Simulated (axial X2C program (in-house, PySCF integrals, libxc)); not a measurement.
Correcting the dissociation energy of LiGa for spin–orbit coupling

A spin-free PBE0 curve (one-electron X2C) was computed with an axial X2C code built on PySCF integrals, basis Ga dyall-cv3z [9s9p7d4f1g], Li dyall-cv3z [7s8p2d] (cores contracted in-house), for the state M_S = 0, Λ = 0 (closed shell). It gives D0 = 0.831 eV to Ga + Li, which in a spin-free picture are the weighted means of the ground terms.

Measured levels of the ground terms (NIST Handbook of Basic Atomic Spectroscopic Data), in cm⁻¹: Ga 2P: J = 1/2 at 0, J = 3/2 at 826.2; Li 2S: J = 1/2 at 0.

The molecular state has Λ = 0, so it has no first-order lowering.

Task: How far does each ground level lie under the (2J+1)-weighted mean of its term?

Result: Ga: (2 × 0 + 4 × 826.2)/6 = 551 cm⁻¹; Li: a single level, 0.

Task: Correct D0.

Result: D0 = 0.831 + (0 − 551)/8065.5 = 0.763 eV at PBE0 with these spin–orbit terms.

Second-order spin–orbit effects in the molecule, which grow quickly with Z, are left out. Occupations by symmetry block were frozen at the best pattern of an incomplete PBE0 search. Dissociation energies refer to the lowest single-determinant-based atoms at the same level and basis. Other states lie close and PBE0, whose exact exchange favours high spin, may order them wrongly; the determinant shown need not be the ground state. The nearest other spin-free determinant of the search, M_S = 1, Λ = 1, lies 0.18 eV up at the distance of the search.
